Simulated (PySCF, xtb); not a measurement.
CH5ClO2Sn, SMILES [CH3][Sn]([OH])([OH])[Cl]. One conformer was computed; it need not be the lowest.

Harmonic wavenumbers (cm⁻¹) from GFN2-xTB (xtb) at its own minimum, in rising order: 71, 90, 108, 119, 141, 141, 166, 221, 304, 409, 473, 500, 740, 744, 781, 817, 1203, 1402, 1405, 3030, 3053, 3057, 3625, 3653.

Task: What does PySCF with PBE-D3(BJ)/def2-SVP give at its own minimum? (An estimate is asked for; the answer gives what the named calculation found.)

Result: 64, 75, 115, 131, 144, 159, 206, 225, 351, 517, 593, 604, 748, 750, 839, 859, 1151, 1378, 1380, 3004, 3132, 3134, 3697, 3712. Paired by order, the mean absolute difference is 42 cm⁻¹ and the zero-point energies are 37.5 and 38.6 kcal/mol.
